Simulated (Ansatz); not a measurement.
Nudged elastic band run: ClFGaH₃OSi

input.yaml

```yaml
crystal:
  periodic: [false, false, false]
  atoms:
    - { symbol: F, position_ang: [0.049823, -1.465969, 2.074148] }
    - { symbol: Ga, position_ang: [1.09999, -1.081373, 0.753892] }
    - { symbol: Cl, position_ang: [2.993392, -1.969243, 0.656662] }
    - { symbol: O, position_ang: [0.544539, 0.043307, -0.458344] }
    - { symbol: Si, position_ang: [-0.85972, 0.916663, -0.695133] }
    - { symbol: H, position_ang: [-1.55994, 1.17905, 0.613529] }
    - { symbol: H, position_ang: [-1.784811, 0.155633, -1.607115] }
    - { symbol: H, position_ang: [-0.483274, 2.221942, -1.337648] }
basis:
  gaussian: { orbitals: def2-SVP }
hamiltonian:
  xc: lda
neb:
  order_check: false
  images: 7
  f_tol: 0.03
  max_iterations: 60
  final_atoms:
    - { symbol: F, position_ang: [0.07568413, -2.52806067, 0.26295656] }
    - { symbol: Ga, position_ang: [1.1010896, -1.17459839, 0.59545069] }
    - { symbol: Cl, position_ang: [2.98204466, -1.50295446, 1.45364117] }
    - { symbol: O, position_ang: [0.53040976, 0.42734815, 0.20792443] }
    - { symbol: Si, position_ang: [-0.8616874, 1.04559304, -0.47698932] }
    - { symbol: H, position_ang: [-1.16282346, 2.35522813, 0.19640372] }
    - { symbol: H, position_ang: [-2.02186467, 0.10153364, -0.29076178] }
    - { symbol: H, position_ang: [-0.64285362, 1.27592056, -1.94863447] }
  initial_path:
    images:
      - { positions_ang: [[0.049823, -1.465969, 2.074148], [1.09999, -1.081373, 0.753892], [2.993392, -1.969243, 0.656662], [0.544539, 0.043307, -0.458344], [-0.85972, 0.916663, -0.695133], [-1.55994, 1.17905, 0.613529], [-1.784811, 0.155633, -1.607115], [-0.483274, 2.221942, -1.337648]] }
      - { positions_ang: [[-0.00354226, -1.64967464, 1.89222485], [1.09848838, -1.10158189, 0.73702789], [3.02256781, -1.87109436, 0.70245274], [0.52845075, 0.10006636, -0.3633234], [-0.86796512, 0.9455589, -0.6678272], [-1.51938085, 1.36556466, 0.57489237], [-1.80162598, 0.10968977, -1.43247496], [-0.45699372, 2.1014812, -1.4429813]] }
      - { positions_ang: [[-0.05690751, -1.83338029, 1.71030171], [1.09698676, -1.12179078, 0.72016378], [3.05174362, -1.77294572, 0.74824349], [0.51236249, 0.15682572, -0.26830279], [-0.87621025, 0.9744548, -0.64052141], [-1.47882171, 1.55207932, 0.53625574], [-1.81844097, 0.06374655, -1.25783491], [-0.43071344, 1.9810204, -1.5483146]] }
      - { positions_ang: [[-0.11027277, -2.01708593, 1.52837856], [1.09548514, -1.14199967, 0.70329966], [3.08091943, -1.67479708, 0.79403423], [0.49627424, 0.21358507, -0.17328219], [-0.88445537, 1.0033507, -0.61321561], [-1.43826256, 1.73859397, 0.49761911], [-1.83525595, 0.01780332, -1.08319487], [-0.40443315, 1.86055961, -1.6536479]] }
      - { positions_ang: [[-0.16363803, -2.20079157, 1.34645542], [1.09398352, -1.16220856, 0.68643555], [3.11009524, -1.57664843, 0.83982497], [0.48018598, 0.27034443, -0.07826158], [-0.8927005, 1.0322466, -0.58590981], [-1.39770341, 1.92510863, 0.45898249], [-1.85207093, -0.0281399, -0.90855483], [-0.37815287, 1.74009881, -1.7589812]] }
      - { positions_ang: [[-0.10380749, -2.28260884, 1.0755807], [1.09576004, -1.16530602, 0.66368934], [3.0780826, -1.55822494, 0.99327902], [0.49274193, 0.30959536, -0.00671508], [-0.88494723, 1.03558321, -0.55867969], [-1.33898343, 2.03263851, 0.39333779], [-1.89451936, 0.00427848, -0.75410657], [-0.44432806, 1.62405424, -1.80639452]] }
      - { positions_ang: [[-0.04397695, -2.36442612, 0.80470599], [1.09753656, -1.16840348, 0.64094312], [3.04606995, -1.53980145, 1.14673307], [0.50529787, 0.34884629, 0.06483142], [-0.87719395, 1.03891982, -0.53144956], [-1.28026344, 2.14016838, 0.3276931], [-1.9369678, 0.03669687, -0.59965831], [-0.51050325, 1.50800968, -1.85380784]] }
      - { positions_ang: [[0.01585359, -2.44624339, 0.53383127], [1.09931308, -1.17150093, 0.61819691], [3.01405731, -1.52137795, 1.30018712], [0.51785382, 0.38809722, 0.13637793], [-0.86944068, 1.04225643, -0.50421944], [-1.22154345, 2.24769825, 0.26204841], [-1.97941623, 0.06911525, -0.44521004], [-0.57667843, 1.39196512, -1.90122115]] }
      - { positions_ang: [[0.07568413, -2.52806067, 0.26295656], [1.1010896, -1.17459839, 0.59545069], [2.98204466, -1.50295446, 1.45364117], [0.53040976, 0.42734815, 0.20792443], [-0.8616874, 1.04559304, -0.47698932], [-1.16282346, 2.35522813, 0.19640372], [-2.02186467, 0.10153364, -0.29076178], [-0.64285362, 1.27592056, -1.94863447]] }
```

Command:

```bash
$ ansatz run input.yaml --threads 2 --pin off --max-ram 3072MiB --backend cpu --events-out ev --progress --plain --runs-dir out
```

Output, in part (warnings, iteration lines, the closing report on the highest movable image, with atoms numbered from 0):

```
NEB end point (image 0): max|allowed force component| = 6.780e-3 eV/Å (the criterion of neb.relax_end_points is 1.000e-2)
NEB end point (image 8): max|allowed force component| = 7.491e-3 eV/Å (the criterion of neb.relax_end_points is 1.000e-2)
NEB iter   1: max|band force component| = 1.875e0 eV/Å  barrier→ = 0.2200 eV  barrier← = 0.2201 eV  Δτ_max = 0.1178 Å  (245 SCF iters)
NEB iter   2: max|band force component| = 8.287e-1 eV/Å  barrier→ = 0.0327 eV  barrier← = 0.0328 eV  Δτ_max = 0.0445 Å  (207 SCF iters)
NEB iter   3: max|band force component| = 1.622e-1 eV/Å  barrier→ = 0.0087 eV  barrier← = 0.0087 eV  CI = image 4  Δτ_max = 0.0157 Å  (208 SCF iters)
NEB iter   4: max|band force component| = 8.973e-2 eV/Å  barrier→ = 0.0069 eV  barrier← = 0.0069 eV  CI = image 4  Δτ_max = 0.0325 Å  (211 SCF iters)
NEB iter   5: max|band force component| = 8.210e-2 eV/Å  barrier→ = 0.0053 eV  barrier← = 0.0053 eV  CI = image 4  Δτ_max = 0.0307 Å  (207 SCF iters)
NEB iter   6: max|band force component| = 6.561e-2 eV/Å  barrier→ = 0.0038 eV  barrier← = 0.0039 eV  CI = image 4  Δτ_max = 0.2000 Å  (205 SCF iters)
NEB iter   7: max|band force component| = 3.640e-1 eV/Å  barrier→ = 0.0254 eV  barrier← = 0.0254 eV  CI = image 3  Δτ_max = 0.1013 Å  (209 SCF iters)
NEB iter   8: max|band force component| = 2.394e-1 eV/Å  barrier→ = 0.0076 eV  barrier← = 0.0076 eV  CI = image 3  Δτ_max = 0.1366 Å  (201 SCF iters)
NEB iter   9: max|band force component| = 1.816e-1 eV/Å  barrier→ = 0.0096 eV  barrier← = 0.0096 eV  CI = image 4  Δτ_max = 0.0594 Å  (200 SCF iters)
NEB iter  10: max|band force component| = 6.459e-2 eV/Å  barrier→ = 0.0021 eV  barrier← = 0.0021 eV  CI = image 4  Δτ_max = 0.0700 Å  (206 SCF iters)
NEB iter  11: max|band force component| = 3.930e-2 eV/Å  barrier→ = 0.0011 eV  barrier← = 0.0011 eV  CI = image 4  Δτ_max = 0.0331 Å  (202 SCF iters)
NEB iter  12: max|band force component| = 2.682e-2 eV/Å  barrier→ = 0.0002 eV  barrier← = 0.0002 eV  CI = image 4  Δτ_max = 0.0259 Å  (196 SCF iters)
NEB iter  13: max|band force component| = 4.420e-1 eV/Å  barrier→ = 0.0001 eV  barrier← = 0.0002 eV  CI = image 5  Δτ_max = 0.1236 Å  (29 SCF iters)
NEB iter  14: max|band force component| = 2.726e-1 eV/Å  barrier→ = 0.0023 eV  barrier← = 0.0023 eV  CI = image 4  Δτ_max = 0.0578 Å  (193 SCF iters)
NEB iter  15: max|band force component| = 3.929e-2 eV/Å  barrier→ = 0.0005 eV  barrier← = 0.0005 eV  CI = image 4  Δτ_max = 0.0254 Å  (188 SCF iters)
NEB iter  16: max|band force component| = 1.339e-1 eV/Å  barrier→ = 0.0001 eV  barrier← = 0.0002 eV  CI = image 5  Δτ_max = 0.0309 Å  (193 SCF iters)
NEB iter  17: max|band force component| = 3.026e-2 eV/Å  barrier→ = 0.0001 eV  barrier← = 0.0001 eV  CI = image 5  Δτ_max = 0.1150 Å  (199 SCF iters)
NEB iter  18: max|band force component| = 2.376e-1 eV/Å  barrier→ = 0.0111 eV  barrier← = 0.0111 eV  CI = image 7  Δτ_max = 0.0568 Å  (200 SCF iters)
NEB iter  19: max|band force component| = 1.957e-1 eV/Å  barrier→ = 0.0046 eV  barrier← = 0.0047 eV  CI = image 7  Δτ_max = 0.0276 Å  (202 SCF iters)
NEB iter  20: max|band force component| = 1.068e-1 eV/Å  barrier→ = 0.0017 eV  barrier← = 0.0017 eV  CI = image 7  Δτ_max = 0.0178 Å  (191 SCF iters)
NEB iter  21: max|band force component| = 3.825e-2 eV/Å  barrier→ = 0.0006 eV  barrier← = 0.0006 eV  CI = image 7  Δτ_max = 0.0118 Å  (155 SCF iters)
NEB iter  22: max|band force component| = 1.795e-2 eV/Å  barrier→ = 0.0002 eV  barrier← = 0.0003 eV  CI = image 7  Δτ_max = 0.0206 Å  (318 SCF iters)
NEB iter  23: max|band force component| = 3.240e-1 eV/Å  barrier→ = -0.0000 eV  barrier← = 0.0000 eV  CI = image 4  Δτ_max = 0.1149 Å  (29 SCF iters)
NEB iter  24: max|band force component| = 1.495e-1 eV/Å  barrier→ = 0.0029 eV  barrier← = 0.0030 eV  CI = image 7  Δτ_max = 0.0431 Å  (183 SCF iters)
NEB iter  25: max|band force component| = 9.379e-2 eV/Å  barrier→ = 0.0022 eV  barrier← = 0.0023 eV  CI = image 7  Δτ_max = 0.0423 Å  (181 SCF iters)
NEB iter  26: max|band force component| = 7.525e-2 eV/Å  barrier→ = -0.0000 eV  barrier← = 0.0000 eV  CI = image 4  Δτ_max = 0.0265 Å  (206 SCF iters)
NEB iter  27: max|band force component| = 1.625e-2 eV/Å  barrier→ = -0.0000 eV  barrier← = 0.0000 eV  CI = image 4  Δτ_max = 0.0000 Å  (371 SCF iters)
Total energy: -77391.31369708 eV, -2844.0783206510 hartree
Atom 0 at    -0.157250    -2.175639     1.308424 Å, force    -0.000307     0.001333    -0.000270 eV/Å
Atom 1 at     1.083958    -1.141538     0.688531 Å, force     0.000302    -0.001184     0.001268 eV/Å
Atom 2 at     3.090851    -1.646405     1.002792 Å, force    -0.000204    -0.000340    -0.000419 eV/Å
Atom 3 at     0.619473     0.293625    -0.187724 Å, force     0.000868     0.001200    -0.001020 eV/Å
Atom 4 at    -0.835994     0.999796    -0.603329 Å, force    -0.000451    -0.000344     0.001298 eV/Å
Atom 5 at    -1.325990     1.873558     0.521230 Å, force    -0.000250    -0.000271     0.000298 eV/Å
Atom 6 at    -1.879150    -0.045277    -0.905420 Å, force     0.000336    -0.000277    -0.000867 eV/Å
Atom 7 at    -0.595900     1.841891    -1.824513 Å, force    -0.000293    -0.000118    -0.000288 eV/Å
Dipole moment:    -0.020772     0.150445    -0.091954 e Å
```

The forces met the threshold. The band force fell under the threshold earlier too, but the program's further tests of the path sent the band on. The highest image is an end point: on this band no image between the ends rises above it.

Final band (atoms are numbered from 1 in the order of the input):

```tsv
image	path coordinate (Å)	energy (kcal/mol)	dihedral Ga2–O4–Si5–H7 (°)
0	0.00	0.0	-95
1	0.44	0.0	-79
2	0.88	0.0	-65
3	1.32	0.0	-51
4	1.76	0.0	-35
5	2.18	0.0	-20
6	2.61	0.0	-5
7	3.04	0.0	9
8	3.46	0.0	24
```

Run time: 2.3 min on 2 threads of Intel(R) Xeon(R) 6975P-C (Granite Rapids) (shared host), peak memory 0.17 GiB.
